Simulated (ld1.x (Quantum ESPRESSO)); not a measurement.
# u(r) = r·R(r): atom against pseudo-atom (selenium (Se))

Columns: radius, all-electron u(r) and pseudo u(r) of the 3d shell (level -53.26 eV) of selenium in the configuration [Ar] 3d10 4s2 4p4; BP86, scalar-relativistic, PAW scheme, ld1.x (Quantum ESPRESSO) 7.5.

```csv
r (bohr),all-electron,pseudo
0.093,0.1859,0.0071
0.185,0.6339,0.0527
0.278,1.0094,0.1597
0.370,1.2042,0.3219
0.463,1.2503,0.5135
0.555,1.2013,0.6878
0.648,1.1020,0.8083
0.740,0.9837,0.8510
0.833,0.8607,0.8195
0.925,0.7446,0.7382
1.018,0.6373,0.6373
1.110,0.5429,0.5429
1.203,0.4595,0.4595
1.295,0.3883,0.3883
1.388,0.3267,0.3267
1.480,0.2747,0.2747
1.573,0.2302,0.2302
1.665,0.1929,0.1929
1.758,0.1612,0.1612
1.850,0.1348,0.1348
1.943,0.1124,0.1124
2.035,0.0939,0.0939
2.128,0.0782,0.0782
2.220,0.0652,0.0652
2.313,0.0543,0.0543
2.405,0.0452,0.0452
```

(1) How many radial nodes do the two functions have?

(2) At about which radius was the pseudo-wave matched?

(3) Where does each function peak?

(4) Is the pseudo-wave norm-conserving?

Answers

(1) The all-electron 3d function has n − l − 1 = 0; the pseudo-wave has 0.

(2) 1.10 bohr, where the columns begin to agree (steps of 0.09 bohr).

(3) Outermost all-electron maximum near 0.46 bohr, pseudo maximum near 0.74 bohr (to the table’s step).

(4) No, it belongs to a PAW set: the norm inside the radius is not constrained, and the difference is carried by the augmentation charge.
